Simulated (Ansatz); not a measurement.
# Worked example: a bond strength in InPH4O (SMILES O[PH][InH2])

The species is InPH4O (7 atoms), meant as a singlet with charge 0. SMILES: `O[PH][InH2]`. Geometry: optimised at PBE0/def2-SVP. This is one conformer, not always the lowest.

```xyz
7

O    -1.8517    0.1149    0.1093
P    -0.6355   -0.3855   -0.9488
In    1.3998    0.3619    0.3412
H    -2.6151    0.3712   -0.4196
H    -0.4812   -1.7521   -0.5301
H     1.2493    1.6451    1.4943
H     2.9344   -0.3554   -0.0463
```

Wanted: the dissociation energy of the In3–P2 bond into doublet InH2 and doublet H2PO (shapes relaxed at PBE0/def2-SVP, no zero-point term). 1 Eh = 2625.50 kJ/mol = 27.2114 eV. Totals in Eh; open shells run unrestricted unless said.

| level | program | InPH4O | doublet InH2 | doublet H2PO |
| --- | --- | --- | --- | --- |
| HF/def2-TZVP (core potential) | Ansatz | -607.169558 | -190.325392 | -416.796986 |
| PBE/def2-TZVP (core potential) | Ansatz | -608.905350 | -191.268649 | -417.557321 |
| B3LYP/def2-TZVP (core potential) | Ansatz | -609.237788 | -191.347044 | -417.817598 |

Q: Work out the dissociation energy at each level.

A: 
1. HF/def2-TZVP (core potential): (-190.325392) + (-416.796986) − (-607.169558) = 0.047180 Eh = 123.9 kJ/mol = 1.28 eV.
2. PBE/def2-TZVP (core potential): (-191.268649) + (-417.557321) − (-608.905350) = 0.079380 Eh = 208.4 kJ/mol = 2.16 eV.
3. B3LYP/def2-TZVP (core potential): (-191.347044) + (-417.817598) − (-609.237788) = 0.073146 Eh = 192.0 kJ/mol = 1.99 eV.

The levels span 124 to 208 kJ/mol; no measured value is set beside them. Hartree–Fock lacks the correlation of the bonding electrons, so it comes out low. A bond enthalpy at 298 K also holds the loss of zero-point energy and thermal terms.
